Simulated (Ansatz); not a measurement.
C2H8AlBO (`[BH2][AlH][CH2]OC`), relaxed with RKS PBE0-D4/def2-TZVP in the Gaussian-basis code of Ansatz from a PBE-D4/def2-SVP geometry. The force threshold is 0.005 eV/Å; the program also tests the step.

Total charge 0; spin multiplicity 1.

Start:

```xyz
13

B    -1.755    0.341    0.491
Al   -0.235    1.659   -0.079
C     1.393    0.532   -0.540
O     0.991   -0.797   -0.919
C     0.238   -1.451    0.017
H    -2.580   -0.103   -0.296
H    -1.934    0.047    1.665
H    -0.061    3.254   -0.151
H     2.098    0.484    0.332
H     1.987    0.926   -1.391
H    -0.001   -2.472   -0.340
H    -0.818   -0.947    0.166
H     0.677   -1.474    1.043
```

Q: How much energy does the relaxation release, and in how many steps? (Estimate.)

A: Ansatz gave: 6.10 kJ/mol, in 14 steps, 3 of them rejected.

Q: Which bonds change most? (An estimate is asked.)

A: Ansatz gave: C5–H12 from 1.179 to 1.136 Å; Al2–C3 from 2.033 to 2.005 Å; B1–H6 from 1.224 to 1.202 Å; B1–H7 from 1.223 to 1.202 Å.

Q: Give the relaxed structure. (Estimate.)

A: Ansatz gave: 
```xyz
13

B    -1.786    0.381    0.491
Al   -0.206    1.640   -0.057
C     1.380    0.518   -0.553
O     1.012   -0.816   -0.906
C     0.234   -1.448    0.033
H    -2.588   -0.049   -0.295
H    -1.954    0.038    1.631
H    -0.044    3.224   -0.075
H     2.105    0.491    0.280
H     1.928    0.914   -1.412
H     0.081   -2.484   -0.274
H    -0.810   -1.002    0.089
H     0.648   -1.407    1.048
```
